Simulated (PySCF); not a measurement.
Compound: C₂H₁₀OSi₂.
SMILES with atom numbers: `[CH3:1][O:2][CH:3]([SiH3:4])[SiH3:5]` (hydrogens: H6, H7, H8 on C1; H9 on C3; H10, H11, H12 on Si4; H13, H14, H15 on Si5)

The same species was optimised twice, with GFN2-xTB and with PBE0-D3(BJ)/def2-SVP (PySCF), and the same property calculations (PySCF, gas phase) were run on both structures.

```tsv
coordinate	GFN2-xTB	PBE0-D3(BJ)/def2-SVP	change
Si5–H14 (Å)	1.460	1.493	+0.033
Si5–H15 (Å)	1.464	1.496	+0.032
Si4–H10 (Å)	1.460	1.492	+0.032
Si4–H11 (Å)	1.466	1.497	+0.031
Si4–H12 (Å)	1.464	1.493	+0.029
Si5–H13 (Å)	1.468	1.495	+0.027
O2–C3 (Å)	1.443	1.423	-0.020
C3–H9 (Å)	1.098	1.111	+0.013
C1–H8 (Å)	1.097	1.107	+0.010
C1–H6 (Å)	1.089	1.099	+0.010
C1–H7 (Å)	1.099	1.108	+0.009
C3–Si4 (Å)	1.909	1.900	-0.009
C3–Si5 (Å)	1.907	1.905	-0.002
C1–O2 (Å)	1.397	1.397	0.000
Si4–C3–Si5 (°)	117.7	113.6	-4.1
O2–C3–Si4 (°)	102.3	106.0	+3.7
H14–Si5–H15 (°)	111.8	109.3	-2.5
O2–C3–H9 (°)	108.8	111.2	+2.4
Si4–C3–H9 (°)	108.4	106.5	-1.9
O2–C3–Si5 (°)	108.8	110.5	+1.7
H10–Si4–H11 (°)	110.7	109.0	-1.7
C3–Si4–H12 (°)	108.0	109.6	+1.6
C1–O2–C3–Si4 (°)	145	147	+2
```

Rotational constants: A = 2961, B = 2458, C = 1454 MHz (GFN2-xTB) against A = 2980, B = 2451, C = 1457 MHz (PBE0-D3(BJ)/def2-SVP). Point groups within 0.08 Å: C1 and C1.

On the GFN2-xTB structure: HOMO (eV) -7.00 [PBE0/pcSseg-1]; LUMO (eV) 0.48 [PBE0/pcSseg-1]; dipole (D) 1.43 [PBE0/pcSseg-1]; GIAO shielding of C1 (ppm) 124.8 [PBE0/pcSseg-1]; GIAO shielding of O2 (ppm) 338.4 [PBE0/pcSseg-1]; GIAO shielding of C3 (ppm) 126.1 [PBE0/pcSseg-1]; GIAO shielding of Si4/Si5 (mean) (ppm) 426.7 [PBE0/pcSseg-1].

Question: What do these properties become on the PBE0-D3(BJ)/def2-SVP structure?

Answer: 
```tsv
property	level	on GFN2-xTB	on PBE0-D3(BJ)/def2-SVP	change
HOMO (eV)	PBE0/pcSseg-1	-7.00	-7.08	-0.08
LUMO (eV)	PBE0/pcSseg-1	0.48	0.46	-0.02
dipole (D)	PBE0/pcSseg-1	1.43	1.60	+0.17
energy, GFN2-xTB geometry as zero (kcal/mol)	PBE0/pcSseg-1	0.0	-1.4	-1.4
GIAO shielding of C1 (ppm)	PBE0/pcSseg-1	124.8	123.8	-1.0
GIAO shielding of O2 (ppm)	PBE0/pcSseg-1	338.4	343.8	+5.4
GIAO shielding of C3 (ppm)	PBE0/pcSseg-1	126.1	128.9	+2.8
GIAO shielding of Si4/Si5 (mean) (ppm)	PBE0/pcSseg-1	426.7	424.1	-2.6
```

The heavy atoms differ by 0.044 Å rms after alignment. Among all bonds Si4–H10, Si5–H14 and Si5–H15 change most and about equally (+0.032 to +0.033 Å). Changes are differences of the printed values. Neither structure is proved a minimum here.

Shape of the structure used: `[CH3:1][O:2][CH:3]([SiH3:4])[SiH3:5]`: C1–O2–C3–Si4 147°.
